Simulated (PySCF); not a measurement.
## From computed data to an observable: oscillator strength and radiative lifetime

C₆H₅F, SMILES C#CC(=C)/C=C\F.

Geometry optimised at PBE0-D3(BJ)/def2-SVP. The structure was generated by enumeration; whether it is a known compound was not checked. One conformer was computed; it need not be the lowest.

TDDFT-PBE/def2-SVPD in PySCF puts the first singlet state with f over 0.02 at 4.71 eV (vertical), with the transition dipole (-0.748, 1.245, 0.000) in atomic units.

Problem. Find the oscillator strength, the wavelength and the radiative lifetime that this transition would have in vacuum if emission retraced absorption.

Solution. 
|μ|² = 2.1095 au, so |μ| = 3.69 D. ΔE = 4.71/27.211 = 0.1731 hartree. f = (2/3) ΔE |μ|² = 0.243 (the program prints 0.243).
λ = 1239.84/4.71 = 263 nm; ν = 37989 cm⁻¹.
Einstein's coefficient A = 0.6670 ν² f s⁻¹ (ν in cm⁻¹) = 2.3e8 s⁻¹, so τ = 1/A = 4.3 ns. This state is S2; the lower singlet has f = 0.000. The figure is the radiative limit of this one transition; relaxation, internal conversion, crossing to triplets and a medium change what is measured.
